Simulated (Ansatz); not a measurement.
## Relative stability

Two relaxed structures of MgAlBH4O, closed shell (PBE0-D4/def2-TZVP; forces vanish, vibrations not checked).

A:

B1  (-1.041, 2.747, -0.501)
Mg2  (-0.250, 0.656, -0.121)
O3  (0.380, -1.007, 0.182)
Al4  (0.965, -2.546, 0.465)
H5  (-0.717, 3.701, 0.153)
H6  (-1.823, 3.005, -1.376)
H7  (2.024, -3.190, -0.532)
H8  (0.462, -3.367, 1.731)
(Å)

B:

```
8
angstrom
B 0.9449 -2.4945 0.4551
Mg -0.1490 0.3877 -0.0706
O 0.4795 -1.2755 0.2328
Al -1.0931 2.8860 -0.5267
H -0.5501 4.1624 0.2634
H -2.2316 3.1858 -1.6048
H 1.8749 -2.9276 -0.1933
H 0.4489 -3.1975 1.3111
```

Ansatz 0.2.0; basis: def2-TZVPP; cores frozen in the correlated methods. The outer core shell of Li, Na, Mg and K is correlated. The def2 sets are not built for correlating such inner shells, so the correlated values are less sure here. B3LYP uses VWN-RPA correlation.

Task: Which structure is lower at CCSD(T), and by how much? (An estimate is asked for; the value comes from the calculation.)

Result: By the calculation: B, by 0.594 eV (electronic energy, against the other). By their contacts, A is MgAlBH₄O ([BH2][Mg][O][AlH2]) and B is MgAlBH₄O ([BH2][O][Mg][AlH2]).

All methods give the same order:

| method | E(B) − E(A) (eV) |
| --- | --- |
| PBE-D4 | -0.751 |
| r2SCAN-D4 | -0.632 |
| PBE0-D4 | -0.752 |
| B3LYP-D4 | -0.633 |
| wB97M-V | -0.556 |
| HF | -0.689 |
| MP2 | -0.531 |
| CCSD | -0.596 |
| CCSD(T) | -0.594 |

T1 diagnostic: at most 0.012.

Labels in which every atom is bracketed show which atoms are joined, not bond orders.

For scale, one of the runs: CCSD(T)/def2-TZVPP, 192 basis functions, launched by `ansatz run in.yaml --threads 2 --pin off --events-out ev --progress --plain --max-ram 4352MiB`. The run took 22 s on 2 CPU threads of an AMD EPYC 9R45 (shared host), with 2.2 GiB of host memory at its peak.
